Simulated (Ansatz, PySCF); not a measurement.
Gas-phase reaction R1 + R2 → P1, each structure at its B3LYP-D3(BJ)/def2-TZVP stationary point, reached from a drawn start (curvature not checked).
R1, CH2 (SMILES [CH2]) (charge 0, multiplicity 3):
| atom | x (Å) | y (Å) | z (Å) |
|---|---|---|---|
| C | 0.0000 | 0.0000 | -0.2750 |
| H | 0.9962 | 0.0000 | 0.1375 |
| H | -0.9962 | 0.0000 | 0.1375 |
P1: CH4 (SMILES C), charge 0, multiplicity 1.
R2, H2 (SMILES [H][H]) (charge 0, multiplicity 1, Z-matrix in Å and degrees):
```
H
H 1 0.7440
```

P less R. No zero-point or thermal terms; singlets are restricted closed shells; open shells are unrestricted.

Correlated levels freeze the cores.

Codes used: Ansatz (an electronic-structure program); PySCF for the D3/D4 terms. All values are computed, each at the level named.

```tsv
level	reaction energy (kcal/mol)
PBE/def2-TZVPP	-121.03
revPBE/def2-TZVPP	-115.70
revPBE-D4/def2-TZVPP	-117.06
PBE0-D3(BJ)/def2-TZVPP	-120.00
PBE0-D4/def2-TZVPP	-119.96
CAM-B3LYP-D3(BJ)/def2-TZVPP	-120.60
B2PLYP-D3(BJ)/def2-TZVPP	-119.62
MP2/cc-pVDZ	___
SCS-MP2/cc-pVDZ	___
```

**Question.** Some entries are withheld; supply them.

**Answer.** 
- MP2/cc-pVDZ, reaction energy (kcal/mol): -116.27
- SCS-MP2/cc-pVDZ, reaction energy (kcal/mol): -116.62
